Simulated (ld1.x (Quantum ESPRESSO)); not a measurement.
# barium TM: all-electron and pseudo phase curves

ld1.x (Quantum ESPRESSO) 7.5 input, shortened:

```
&input
   title='Ba', zed=56., rel=1, dft='PZ', iswitch=3,
   config='[Xe] 5d0 6s1.75 6p0.25'
 /
 &inputp
   pseudotype=2, tm=.true., lloc=2,
   nlcc=.true.
 /
3
6S  1  0   1.75   0.00  4.00  4.00  0.0
6P  2  1   0.25   0.00  4.20  4.20  0.0
5D  3  2   0.00   0.00  3.85  3.85  0.0
 &test
   configts(1)='5d0 6s1.75 6p0.25'
 /
```

The phase is arctan(r·u′/u) with u = r·R(r), unwrapped; energies in Ry, scanned from -2 to 5 Ry. A pole is an energy at which the radial function vanishes at the test radius. The pseudo phase is shifted by a multiple of π to meet the all-electron one at the reference energy, and phase errors are pseudo minus all-electron; the curves can meet again beyond the range given. Levels narrower than the energy grid can be missing from the lists of poles. n/a: not evaluated, since a narrow level or a reset projector energy made the automatic matching unsafe.

Question: For each channel, where are the poles, and over which energies does the pseudopotential scatter like the atom?

Answer:

| channel | radius (bohr) | reference energy (Ry) | poles, all-electron | poles, pseudo | unbroken range about the reference energy with phases within 0.05 rad | phase error 1 Ry above the reference energy (rad) |
| --- | --- | --- | --- | --- | --- | --- |
| s | 4.57 | -0.26 | 0.39, 3.40 | 0.38, 2.51 | n/a | n/a |
| p | 4.57 | -0.10 | -1.39, 0.96, 4.13 | 1.10, 3.66 | -1.3 to -0.1 | +0.035 |
| d | 4.57 | -0.17 | 0.02, 2.08 | 0.02, 2.10 | below 0.8 | +0.054 |

Note: ghost state, extra bound levels that the all-electron valence spectrum of the same l lacks: s at -14.3 eV. A true bound ghost makes a file unfit for plane-wave use.

Phases in the s channel:

```
E (Ry)  all-electron  pseudo
 -2.00         1.395   4.534
 -1.52         1.357   4.496
 -1.04         1.280   1.383
 -0.56         0.976   0.978
 -0.08        -1.200  -1.200
  0.40        -1.573  -1.577
  0.88        -1.710  -1.734
  1.36        -1.952  -2.298
  1.84        -3.844  -4.474
  2.32        -4.522  -4.673
  2.80        -4.642  -4.766
  3.28        -4.701  -4.902
  3.76        -4.746  -6.363
  4.24        -4.795  -7.668
  4.72        -4.880  -7.784
```
